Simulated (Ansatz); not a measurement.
Total energies of C$_{5}$H$_{14}$FGeNO (`CC[N](C)[Ge]([CH3])([F])[O]C`).

Cartesian coordinates in Å:
```
C -1.2056 1.9955 1.1886
C -1.6762 0.5827 0.9171
N -0.8259 -0.1660 0.0147
C -1.3560 -1.4793 -0.2772
Ge 0.9795 0.0546 -0.0590
C 2.0651 -0.2365 1.5079
F 1.2643 1.6917 -0.5916
O 1.5838 -0.9949 -1.3405
C 1.2200 -0.7444 -2.6822
H -1.0980 2.5621 0.2630
H -0.2410 2.0175 1.7038
H -1.9259 2.5058 1.8310
H -2.6798 0.6228 0.4705
H -1.7966 0.0458 1.8742
H -1.5451 -2.0696 0.6331
H -2.3097 -1.3929 -0.8132
H -0.6669 -2.0453 -0.9052
H 1.7189 0.3901 2.3299
H 3.1019 0.0098 1.2795
H 2.0022 -1.2834 1.8067
H 1.5734 0.2353 -3.0190
H 1.6832 -1.5151 -3.3022
H 0.1343 -0.7865 -2.8299
```

Total charge 0; spin multiplicity 1. Correlated methods include outer-core shells of Ge, which these sets cover unevenly. Scalar relativity is left out up to krypton. The geometry is a stationary point of PBE0-D4/def2-TZVP. It is one conformer, not always the lowest. Basis def2-TZVPP, the Gaussian-basis code of Ansatz.

RPA on PBE orbitals: Hartree–Fock energy of these orbitals -2501.74047 Eh, correlation -2.93651 Eh (frozen core).

```json
{"functional": "LDA (SPW92)", "energy without D4 (Eh)": "-2499.37082", "D4 term (kJ/mol)": "–"}
{"functional": "PBE", "energy without D4 (Eh)": "-2505.18606", "D4 term (kJ/mol)": "-57.1"}
{"functional": "revPBE", "energy without D4 (Eh)": "-2505.71597", "D4 term (kJ/mol)": "-169.6"}
{"functional": "BLYP", "energy without D4 (Eh)": "-2505.91819", "D4 term (kJ/mol)": "-121.9"}
{"functional": "r2SCAN", "energy without D4 (Eh)": "-2505.79091", "D4 term (kJ/mol)": "-16.0"}
{"functional": "B97M-V", "energy without D4 (Eh)": "-2505.58278", "D4 term (kJ/mol)": "–"}
{"functional": "PBE0", "energy without D4 (Eh)": "-2505.28225", "D4 term (kJ/mol)": "-49.1"}
{"functional": "B3LYP", "energy without D4 (Eh)": "-2506.08596", "D4 term (kJ/mol)": "-90.1"}
{"functional": "r2SCANh", "energy without D4 (Eh)": "-2505.76345", "D4 term (kJ/mol)": "-16.9"}
{"functional": "r2SCAN0", "energy without D4 (Eh)": "-2505.72486", "D4 term (kJ/mol)": "-18.5"}
{"functional": "HSE06 (plane-wave form)", "energy without D4 (Eh)": "-2505.26008", "D4 term (kJ/mol)": "-45.8"}
{"functional": "BHLYP", "energy without D4 (Eh)": "-2505.77604", "D4 term (kJ/mol)": "-67.5"}
{"functional": "CAM-B3LYP", "energy without D4 (Eh)": "-2505.96770", "D4 term (kJ/mol)": "-49.9"}
{"functional": "LC-ωPBE", "energy without D4 (Eh)": "-2505.51220", "D4 term (kJ/mol)": "–"}
{"functional": "ωB97X-V", "energy without D4 (Eh)": "-2505.71777", "D4 term (kJ/mol)": "–"}
{"functional": "ωB97M-V", "energy without D4 (Eh)": "-2505.73482", "D4 term (kJ/mol)": "–"}
{"functional": "B2PLYP", "energy without D4 (Eh)": "-2505.32978", "D4 term (kJ/mol)": "–"}
{"functional": "PBE-QIDH", "energy without D4 (Eh)": "-2504.91055", "D4 term (kJ/mol)": "–"}
```

B3LYP takes the VWN-RPA correlation (the form of Gaussian; ORCA's B3LYP/G). HSE06 is the plane-wave form, built on full-range PBE exchange. The double hybrids freeze the cores in their second-order part.

LC-ωPBE has ω = 0.4 bohr⁻¹.
